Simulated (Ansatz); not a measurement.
The pair A = CH6OSn (SMILES C[O][SnH3]) (first 9 atoms), B = NH3 (SMILES N); geometry from B3LYP-D3(BJ)/def2-TZVP.
(charge 0, multiplicity 1):
```xyz
13

C     -2.39905     0.93891     1.31316
O     -1.37291     0.01229     1.60068
Sn     0.54451     0.55248     1.33345
H     -3.35935     0.45428     1.51037
H     -2.34094     1.83846     1.93862
H     -2.39361     1.26150     0.26457
H      0.30416     2.16827     0.74634
H      1.28825    -0.35540     0.09287
H      1.38799     0.64904     2.81542
N      0.26946    -2.07551     2.30911
H      0.54888    -2.29785     3.25684
H     -0.73437    -1.92011     2.28906
H      0.49178    -2.86639     1.71684
```

Frozen-core correlation. Filled d and f shells under p-block atoms count as core. MP2 and its Hartree–Fock in def2-TZVPPD are density fitted.

Run with Ansatz (an electronic-structure program). Values without a source in brackets are computed. In def2 rows elements past Kr take small-core potentials, without spin–orbit coupling.

The counterpoise-corrected interaction energy is E(AB) − E(A in the pair's basis) − E(B in the pair's basis). Total energies (hartree):

```tsv
level	AB	A in the pair's basis	B in the pair's basis
HF/def2-SVPD	-385.6171082	-329.4504909	-56.1586154
MP2/def2-SVPD	-386.2746575	-329.9025572	-56.3593406
HF/def2-TZVPPD	-385.8215009	-329.5915933	-56.2218707
MP2/def2-TZVPPD	-386.6054663	-330.1326868	-56.4588219
CCSD(T)/def2-SVPD	-386.3491459	-329.9570989	-56.3795951
```

### Question
Work out the counterpoise-corrected interaction energy at the basis-set limit: extrapolate the MP2 correlation part as X⁻³, take Hartree–Fock from the larger set, and add the CCSD(T) − MP2 difference of def2-SVPD.

### Answer

1. Differences (1 hartree = 627.509 kcal/mol): HF/def2-SVPD -5.021; MP2/def2-SVPD -8.007; HF/def2-TZVPPD -5.043; MP2/def2-TZVPPD -8.758; CCSD(T)/def2-SVPD -7.814.
2. Correlation parts, MP2 less HF: -2.986 in def2-SVPD (X = 2), -3.715 in def2-TZVPPD (X = 3).
3. Limit (3³·(-3.715) − 2³·(-2.986))/(3³ − 2³) = -4.022; with HF/def2-TZVPPD it gives -9.066.
4. CCSD(T) less MP2 in def2-SVPD: 0.193.
Result: -8.87 kcal/mol, against -8.01 at MP2/def2-SVPD. It is an estimate of this method's limit, not of the exact value.
